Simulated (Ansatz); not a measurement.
One change: `OC(F)(Cl)O[SiH3]` becomes `OC(F)(Cl)Cl`.

Ansatz, PBE0-D4/def2-TZVP geometries, multiplicity 1. Each molecule was computed in one conformer, which needn't be the lowest.

```json
{"property": "LUMO energy (ωB97M-V/def2-TZVPP) / eV", "`OC(F)(Cl)O[SiH3]`": "1.54"}
{"property": "HOMO energy (ωB97M-V/def2-TZVPP) / eV", "`OC(F)(Cl)O[SiH3]`": "-11.33"}
{"property": "ideal-gas entropy at 298 K and 1 bar (rigid rotor, harmonic PBE0-D4/def2-TZVP) / J/(mol·K)", "`OC(F)(Cl)O[SiH3]`": "364"}
{"property": "LUMO energy (PBE0/def2-TZVPP) / eV", "`OC(F)(Cl)O[SiH3]`": "-0.11"}
{"property": "LUMO energy (B3LYP/def2-TZVPP) / eV", "`OC(F)(Cl)O[SiH3]`": "-0.35"}
{"property": "HOMO–LUMO gap (PBE/def2-TZVPP) / eV", "`OC(F)(Cl)O[SiH3]`": "6.44"}
```

(1) What does the change do to each property? (Best estimate.)

Results:

(1) The calculation gave: 
```tsv
property	`OC(F)(Cl)Cl`	shift
LUMO energy (ωB97M-V/def2-TZVPP) / eV	1.59	0.05
HOMO energy (ωB97M-V/def2-TZVPP) / eV	-11.29	0.04
ideal-gas entropy at 298 K and 1 bar (rigid rotor, harmonic PBE0-D4/def2-TZVP) / J/(mol·K)	314	-50
LUMO energy (PBE0/def2-TZVPP) / eV	-0.63	-0.52
LUMO energy (B3LYP/def2-TZVPP) / eV	-0.94	-0.59
HOMO–LUMO gap (PBE/def2-TZVPP) / eV	5.75	-0.69
```

The zero-point energy changes by -76.9 kJ/mol with -12 modes. Modes under 60 cm⁻¹, often nearly free rotors, make the harmonic entropy too high.

Positive LUMOs are unbound, so they and the gaps depend on the basis.

B3LYP here is the variant with VWN-RPA as its local correlation; programs differ in this.
